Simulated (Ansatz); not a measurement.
Mulliken charges of C₂H₃BrO (`CC(=O)Br`) from PBE/def2-TZVPP in Ansatz (PBE0-D4/def2-TZVP geometry).

```json
{"atom": "C1", "x (Å)": "0.317", "y (Å)": "0.589", "z (Å)": "0.224", "charge (e)": "-0.204"}
{"atom": "C2", "x (Å)": "-0.346", "y (Å)": "-0.731", "z (Å)": "0.032", "charge (e)": "0.135"}
{"atom": "O3", "x (Å)": "-0.610", "y (Å)": "-1.539", "z (Å)": "0.845", "charge (e)": "-0.137"}
{"atom": "Br4", "x (Å)": "-0.791", "y (Å)": "-1.053", "z (Å)": "-1.867", "charge (e)": "-0.142"}
{"atom": "H5", "x (Å)": "0.548", "y (Å)": "0.728", "z (Å)": "1.279", "charge (e)": "0.108"}
{"atom": "H6", "x (Å)": "-0.344", "y (Å)": "1.380", "z (Å)": "-0.135", "charge (e)": "0.120"}
{"atom": "H7", "x (Å)": "1.226", "y (Å)": "0.626", "z (Å)": "-0.378", "charge (e)": "0.120"}
```

Problem. By hand: the dipole of these point charges (1 e Å = 4.8032 D).

Solution. Σ q r = (0.250, 0.461, 0.185) e Å, of length 0.556 e Å = 2.67 D.

Problem. How does the dipole of the full density compare? (Estimate.)

Solution. Computed: (0.254, 0.499, 0.098) e Å, 2.73 D; the point charges give 0.98 times that, at 10° from its direction.

Point charges leave out the atoms' own dipoles, such as those of lone pairs, and Mulliken's split depends on the basis, so the close match here is no proof of good charges.
